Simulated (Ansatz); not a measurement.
`Cl[SiH](Cl)[O][GeH3]` + H₂ → `Cl[SiH2]Cl` + `[OH][GeH3]` at 400 K and 1 bar (hydrogenolysis of the Si–O bond).

Gas-phase electronic energies from Ansatz, PBE0-D4/def2-TZVP geometries. CCSD(T)/CBS adds triple-zeta CCSD(T) − MP2 to the extrapolated MP2 energy (def2 sets, frozen cores). This one scheme is used for every species. For Ge outer-core shells are correlated without core-valence functions, which leaves a few kJ/mol of doubt a bond. Scalar relativity is left out up to krypton. Each species was taken in one conformer, which may not be the lowest.

```csv
species,CCSD(T)/CBS energy (Eh),H − E (kJ/mol),S (J/(mol·K))
`Cl[SiH](Cl)[O][GeH3]`,-3362.49847,144.0,441.3
H₂,-1.17544,38.0,139.0
`Cl[SiH2]Cl`,-1209.93203,74.0,306.7
`[OH][GeH3]`,-2153.69723,116.2,291.7
```

H − E and S are ideal-gas, rigid-rotor, harmonic terms from PBE0-D4/def2-TZVP, for one conformer and one mirror image of each species. The MP2-based limit puts H₂ 0.8 mEh under its directly extrapolated value; such offsets cancel only in part. 1 Eh = 2625.50 kJ/mol, R = 8.31446 J/(mol·K).

By hand: ΔE, ΔH, ΔS and ΔG.

ΔE = (-1209.93203) + (-2153.69723) − (-3362.49847) − (-1.17544) = 0.04465 Eh = 117.2 kJ/mol. Δ(H − E) = 74.0 + 116.2 − 144.0 − 38.0 = 8.2, so ΔH = 125.4 kJ/mol. ΔS = 306.7 + 291.7 − 441.3 − 139.0 = 18.1 J/(mol·K). ΔG = 125.4 − 400 × (18.1)/1000 = 118.2 kJ/mol.

By hand: the equilibrium constant, and the temperature at which ΔG would vanish if ΔH and ΔS stayed fixed.

log₁₀ K = −ΔG/(RT ln 10) = -15.4. ΔG = 0 at ΔH/ΔS = 6928 K, far beyond where these terms or the molecules hold.

ΔH outweighs TΔS. A doubt of 5 kJ/mol in ΔE shifts log₁₀ K by 0.7 here. Other conformers and mirror images would add mixing entropy, several J/(mol·K) or more a flexible species. Modes under 60 cm⁻¹, often nearly free rotors, make the harmonic entropy too high. These are equilibria of isolated gas molecules and say nothing of rates. Largest T1 diagnostic: 0.011 (customary marks: 0.02 for closed shells, 0.045 for open ones).
